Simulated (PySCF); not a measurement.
# HfCl₃⁺: umbrella curve

Method: PySCF, PBE0, basis Hf def2-SVP with ECP60, Cl def2-SVP (scalar-relativistic core potentials, no spin–orbit coupling, density fitting).

Rigid scan from the singlet minimum (Hf–Cl 2.264 Å (×3); Cl–Hf–Cl 107.6° (×3)). Coordinate: angle between each bond and the threefold axis, bonds fixed. Energies in kJ/mol from the minimum.

Question: Predict the curve at 55, 60, 65, 70, 75, 80, 85, 90.

Answer: 
```json
{"angle of the bonds to the threefold axis (°)": "55", "E (kJ/mol)": "54.5", "dipole size (D, about the centre of mass)": "5.74"}
{"angle of the bonds to the threefold axis (°)": "60", "E (kJ/mol)": "17.7", "dipole size (D, about the centre of mass)": "5.21"}
{"angle of the bonds to the threefold axis (°)": "65", "E (kJ/mol)": "2.6", "dipole size (D, about the centre of mass)": "4.61"}
{"angle of the bonds to the threefold axis (°)": "70", "E (kJ/mol)": "0.2", "dipole size (D, about the centre of mass)": "3.92"}
{"angle of the bonds to the threefold axis (°)": "75", "E (kJ/mol)": "4.7", "dipole size (D, about the centre of mass)": "3.11"}
{"angle of the bonds to the threefold axis (°)": "80", "E (kJ/mol)": "11.5", "dipole size (D, about the centre of mass)": "2.18"}
{"angle of the bonds to the threefold axis (°)": "85", "E (kJ/mol)": "17.1", "dipole size (D, about the centre of mass)": "1.12"}
{"angle of the bonds to the threefold axis (°)": "90", "E (kJ/mol)": "19.3", "dipole size (D, about the centre of mass)": "0.00"}
```

With the bonds held, the planar shape lies 19.3 kJ/mol from the minimum.

Spin–orbit coupling, left out here, can matter for elements this heavy.

Other isomers or separated fragments may lie lower.

The scan took 10 s on 2 threads of a shared Arm Neoverse V2 host; the process peaked at 1 GiB. Launch command: `OMP_NUM_THREADS=2 python axn.py task.json out`.
